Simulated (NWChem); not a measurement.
System: C3HF3; SMILES FC=C=C(F)F

The following NWChem deck was run.

```
start job
memory heap 200 mb stack 900 mb global 1100 mb
geometry units angstroms noautosym nocenter noautoz
  F      0.441197    -2.577929     0.000000
  C     -0.498075    -1.616012     0.000000
  C     -0.226683    -0.328058     0.000000
  C     -0.014603     0.969604     0.000000
  F      0.108210     1.724107     1.085736
  F      0.108210     1.724107    -1.085736
  H     -1.518289    -2.043383     0.000000
end
basis spherical
  F library 6-31g*
  C library 6-31g*
  H library 6-31g*
end
dft
  xc b3lyp
  iterations 150
end
property
  response 1 0.0773
end
task dft property
```

Geometry: optimised at PBE-D3(BJ)/def2-SVP.

Field at 589 nm.

Problem. What results follow from this input? (B3LYP/6-31G* (spherical d).) Quantities: isotropic polarisability (bohr³); anisotropy (bohr³).

Solution. 
| Property | Result |
|---|---|
| isotropic polarisability (bohr³) | 33.9 |
| anisotropy (bohr³) | 42.1 |
